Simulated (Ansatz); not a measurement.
C2H6SSi (`C=CS[SiH3]`), relaxed with RKS PBE-D4/def2-SVP in Ansatz from a rough embedded geometry. The force threshold is 0.03 eV/Å; the program also tests the step.

Charge 0, multiplicity 1.

Start:

```xyz
10

C     2.245   -0.110    0.317
C     1.014    0.083    0.007
S    -0.271   -0.862    0.721
Si   -2.070    0.030   -0.160
H     2.546   -0.924    1.073
H     3.110    0.422   -0.091
H     0.800    0.897   -0.718
H    -3.235   -0.735    0.389
H    -1.975   -0.203   -1.674
H    -2.164    1.403    0.136
```

How much energy does the relaxation release, and in how many steps? (Best estimate.)

The calculation gave: 32.30 kJ/mol, in 6 steps, 1 of them rejected.

Which bonds change most? (Best estimate.)

The calculation gave: Si4–H10 from 1.408 to 1.505 Å; C1–C2 from 1.284 to 1.346 Å; C1–H5 from 1.151 to 1.101 Å; C2–S3 from 1.747 to 1.778 Å.

Give the relaxed structure. (An estimate is asked.)

The calculation gave: 
```xyz
10

C     2.293   -0.139    0.345
C     0.996    0.051    0.041
S    -0.320   -0.902    0.764
Si   -2.033    0.003   -0.194
H     2.621   -0.903    1.067
H     3.066    0.480   -0.135
H     0.702    0.827   -0.688
H    -3.216   -0.729    0.367
H    -1.980   -0.160   -1.690
H    -2.129    1.471    0.124
```
